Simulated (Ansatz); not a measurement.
Ansatz (a quantum-chemistry and plane-wave program) input (CCSD(T,full)/cc-pwCVTZ):
A basis named .json is the Basis Set Exchange file of that set.

Ansatz 0.2 input:
```yaml
crystal:
  periodic: [false, false, false]
  atoms:
    - {symbol: C, position_ang: [1.96671754, 1.33625497, -0.10266147]}
    - {symbol: C, position_ang: [0.67226136, 1.05137167, 0.07329669]}
    - {symbol: B, position_ang: [0.06283582, -0.37103810, -0.07869627]}
    - {symbol: C, position_ang: [0.92942526, -1.62546751, -0.45992008]}
    - {symbol: C, position_ang: [-1.46269884, -0.60006360, 0.14812497]}
    - {symbol: C, position_ang: [-2.34504432, 0.34948808, 0.47654847]}
    - {symbol: H, position_ang: [2.36276031, 2.34008827, 0.01059776]}
    - {symbol: H, position_ang: [2.68782301, 0.57203564, -0.36891582]}
    - {symbol: H, position_ang: [0.03007771, 1.88845091, 0.33893809]}
    - {symbol: H, position_ang: [1.99328536, -1.44854020, -0.61496062]}
    - {symbol: H, position_ang: [0.82526941, -2.39366204, 0.31556622]}
    - {symbol: H, position_ang: [0.52843731, -2.08631819, -1.37051087]}
    - {symbol: H, position_ang: [-1.85696247, -1.60940611, 0.03354829]}
    - {symbol: H, position_ang: [-3.39934275, 0.13949351, 0.62387808]}
    - {symbol: H, position_ang: [-2.04949296, 1.38354713, 0.61300875]}
basis:
  gaussian:
    orbitals: cc-pwCVTZ.json
magnetization: {spin_polarized: false}
correlation: {method: ccsd_t, frozen_orbitals: {B: 0, C: 0, H: 0}}
```

Output:

```
Functional definition: HF
integrals: 5.42 GiB planned
2212 factors; integrals over basis functions are off by at most 1.1e-3 eV
2.33 GiB of device memory are held for the factors and their scratch space
mean field: 2.33 GiB planned
mean field evaluation 1: about -5962.7666 eV, gradient 4.1e1 eV
mean field evaluation 2: about -5963.2817 eV, gradient 4.0e1 eV
mean field evaluation 4: about -5967.7643 eV, gradient 4.2e0 eV
mean field evaluation 8: about -5967.8265 eV, gradient 2.0e-1 eV
mean field evaluation 16: about -5966.7439 eV, gradient 1.5e1 eV
mean field -5967.82677164 eV, -219.3135887194 hartree, gradient 6.0e-6 eV, S^2 0.000000; 0 other end points of the search recorded, 0 dependent functions left out; unrestricted orbitals would lower it
reference -5967.82677164 eV, -219.3135887194 hartree; 22, 22 occupied and 362, 362 virtual orbitals, 2212 factors
second order -32.78381612 eV of doubles, -0.00000000 eV of singles
coupled cluster: 41.31 GiB planned
cycle   1  -33.75469661 eV  change   -9.7e-1 eV  update   1.1e-1
cycle   2  -34.47568033 eV  change   -7.2e-1 eV  update   3.3e-2
cycle   3  -34.60509780 eV  change   -1.3e-1 eV  update   1.5e-2
cycle   4  -34.59586917 eV  change    9.2e-3 eV  update   4.0e-3
cycle   5  -34.59550311 eV  change    3.7e-4 eV  update   1.5e-3
cycle   6  -34.59652013 eV  change   -1.0e-3 eV  update   4.8e-4
cycle   7  -34.59649821 eV  change    2.2e-5 eV  update   1.7e-4
cycle   8  -34.59645730 eV  change    4.1e-5 eV  update   7.4e-5
cycle   9  -34.59647321 eV  change   -1.6e-5 eV  update   2.9e-5
perturbative correction -1.30190303 eV, -0.0478440537 hartree
Total energy: -6003.72514787 eV, -220.6328297132 hartree
```
